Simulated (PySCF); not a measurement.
Identify the unknown among the candidates.

All candidates are C5H10O2.

| technique | computed result |
| --- | --- |
| 13C NMR | chemical shifts (computed TMS as zero) by class: 165.7 (1 C), 74.3 (1 C), 33.3 (1 C), 23.1 (1 C), 13.3 (1 C) ppm [GIAO PBE0/pcSseg-1] |
| NMR, other nuclei | isotropic shieldings of nuclei other than C and H, by class: -103 (1 O), 97 (1 O) ppm [GIAO PBE0/pcSseg-1] |
| 1H NMR | chemical shifts (computed TMS as zero) by class: 8.18 (1 H), 4.97 (1 H), 1.64 (1 H), 1.42 (1 H), 1.32 (3 H), 1.08 (3 H) ppm [GIAO PBE0/pcSseg-1] |
| Rotational structure | rotational constants A, B, C: 3.792, 1.892, 1.457 GHz [GFN2-xTB] |
| Dipole | 2.25 D [PBE0/pcSseg-1] |

Electronic properties: PySCF, gas phase, density fitting. Levels stand in brackets. The structure is a single GFN2-xTB conformer in the gas phase; no vibrational or solvent corrections. Each NMR value is the plain mean over a class of atoms that symmetry, rotation or inversion makes alike.

Question: Which candidate is it?
A. `CC(C)(C)C(=O)O`
B. `C=C[C@@H](CO)OC`
C. `CC[C@@H](C)OC=O`
D. `CC(C)(C)OC=O`

Answer: C. It is `CC[C@@H](C)OC=O`. Numbering: `[CH3:1][CH2:2][C@@H:3]([CH3:4])[O:5][CH:6]=[O:7]`. Its formula, C5H10O2, gives 1 degree of unsaturation: 0 rings and 1 π bond in the structure found. 5 carbons fall into 5 classes; from least to most shielded: ester carbonyl carbon [C6] (165.7 ppm), sp3 carbon bound to oxygen [C3] (74.3 ppm), chain CH2 carbon [C2] (33.3 ppm), methyl carbon [C4] (23.1 ppm), methyl carbon [C1] (13.3 ppm). Hydrogen classes from least to most shielded: 1 H on an ester carbonyl carbon, C6 (8.18 ppm), 1 H on an sp3 carbon bound to oxygen, C3 (4.97 ppm), 1 H on a chain CH2 carbon, C2 (1.64 ppm), 1 H on a chain CH2 carbon, C2 (1.42 ppm), 3 H on a methyl carbon, C4 (1.32 ppm, a mean of values up to 0.8 ppm apart in this geometry), 3 H on a methyl carbon, C1 (1.08 ppm, a mean of values up to 0.5 ppm apart in this geometry). The other shieldings belong to: -103 ppm, ester carbonyl oxygen [O7]; 97 ppm, ester single-bonded oxygen [O5]. The optimised geometry has point group C1 and is an asymmetric top.

The others, at the same levels:
- `CC(C)(C)C(=O)O` fails: it has 3 carbon classes against 5; its computed 13C shifts are 183.6 (1 C), 40.5 (1 C), 29.0 (3 C) ppm, 1H shifts are 5.93 (1 H), 1.29 (9 H) ppm and rotational constant A is 3.348 GHz (against 3.792 GHz).
- `CC(C)(C)OC=O` fails: it has 3 carbon classes against 5; its computed 13C shifts are 165.4 (1 C), 81.5 (1 C), 29.1 (3 C) ppm, 1H shifts are 8.10 (1 H), 1.58 (9 H) ppm and rotational constant A is 4.168 GHz (against 3.792 GHz).
- `C=C[C@@H](CO)OC` fails: its computed 13C shifts are 147.0 (1 C), 125.3 (1 C), 89.3 (1 C), 71.5 (1 C), 58.5 (1 C) ppm, 1H shifts are 6.62 (1 H), 5.62 (1 H), 5.52 (1 H), 4.38 (1 H), 3.70 (1 H), 3.50 (3 H), 3.29 (1 H), 1.55 (1 H) ppm and rotational constant A is 2.908 GHz (against 3.792 GHz).

Each candidate is one conformer, not necessarily the lowest. Dipoles, sizes and rotational constants follow the conformer. The torsions of the flexible species, by atom-mapped SMILES:
- `[CH3:1][CH2:2][C@@H:3]([CH3:4])[O:5][CH:6]=[O:7]`: C1–C2–C3–C4 175°, C2–C3–O5–C6 150°, C3–O5–C6–O7 0°
- `[CH3:1][C:2]([CH3:3])([CH3:4])[C:5](=[O:6])[OH:7]`: C1–C2–C5–O6 0°, H–O7–C5–C2 180°
- `[CH3:1][C:2]([CH3:3])([CH3:4])[O:5][CH:6]=[O:7]`: C1–C2–O5–C6 180°, C2–O5–C6–O7 0°
- `[CH2:1]=[CH:2][C@@H:3]([CH2:4][OH:5])[O:6][CH3:7]`: C1–C2–C3–C4 121°, C2–C3–C4–O5 63°, C2–C3–O6–C7 68°, H–O5–C4–C3 50°
